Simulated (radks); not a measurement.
Valence configurations of As II (all share [Ar]). All-electron calculation, scalar-relativistic Kohn-Sham, LDA (Slater exchange, Perdew-Wang correlation), spin-polarised, spherical densities, finite nucleus; open shells are filled with parallel spins first; Fermi nuclear charge, rms radius 4.0968 fm. Program: a radial shooting solver on a logarithmic mesh with Libxc functionals. Energies are relative to 3d10 4s2 4p2; eigenvalues in eV for spin up.

| valence | E (eV) | moment (Bohr magnetons) | e(3d) | e(4p) | e(4s) |
|---|---|---|---|---|---|
| 3d10 4s2 4p2 | 0.000 | 2 | -50.662 | -14.150 | -24.223 |
| 3d10 4s1.5 4p2.5 | 4.031 | 3 | -51.417 | -14.739 | -24.945 |
| 3d10 4s1 4p3 | 7.598 | 4 | -52.095 | -15.273 | -25.601 |
| 3d9.5 4s2 4p2.5 | 19.132 | 3 | -56.506 | -15.215 | -25.777 |
| 3d10 4p4 | 20.504 | 2 | -53.904 | -15.566 | - |
| 3d9.5 4s1.5 4p3 | 23.150 | 4 | -57.209 | -15.766 | -26.450 |
| 3d9 4s2 4p3 | 40.303 | 4 | -62.486 | -16.256 | -27.288 |
| 3d9 4s1.5 4p3.5 | 45.743 | 4 | -63.299 | -16.624 | -27.774 |
| 3d8 4s2 4p4 | 91.492 | 4 | -75.065 | -17.906 | -29.828 |
| 3d8 4p6 | 116.45 | 2 | -77.846 | -18.505 | - |

NIST lists [Ar] 3d10 4s2 4p2 as the ground configuration; this level of theory agrees among the configurations tried. The energies are those of spherical high-spin densities, not of single terms.
